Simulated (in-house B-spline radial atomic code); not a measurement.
## Ionising neutral arsenic with different functionals

Computed with an all-electron radial atomic-structure program (B-spline basis): four-component Dirac-Coulomb Hamiltonian, Fermi nucleus of rms radius 4.0968 fm, spin-restricted, spherical fractional occupations for the functionals, and exact exchange of hybrids averaged over the configuration. The ionisation energy is the difference of two self-consistent energies, [Ar] 3d10 4s2 4p3 → [Ar] 3d10 4s2 4p2, without Breit or QED terms; ε is the level of the shell that loses the electron (mean over j). The electron is taken from both j subshells in proportion to 2j + 1, so the result is a j average, not the step between ground levels.

```csv
method,rung,ΔSCF (eV),-ε(4p) (eV)
BHandHLYP,global hybrid,9.05,7.34
PBE0,global hybrid,?,?
B3LYP,global hybrid,?,?
LC-wPBE,range-separated hybrid,9.23,8.99
```

Q: What does B3LYP give?

A: ΔSCF 9.19 eV, and -ε(4p) = 6.12 eV.

Q: What does PBE0 give?

A: ΔSCF 9.16 eV, and -ε(4p) = 6.34 eV.

Q: Among the functionals, which spreads more, the ΔSCF values or the orbital energies?

A: The orbital energies: ΔSCF values span about 0.18 eV and the orbital energies 2.87 eV; here energy differences depend much less on the functional than eigenvalues do.

Q: How do they compare with the NIST value?

A: NIST lists 9.789 eV (measured, ground level to ground level). Errors run from -0.74 to -0.56 eV. The correlated functionals all miss on the same side by more than they spread, so the cause is common to them (Breit-QED terms, spin polarisation, the choice among j levels, multiplet and fine-structure energies, or a listed next ion that isn't the cheapest removal here) and closeness doesn't rank the functionals.
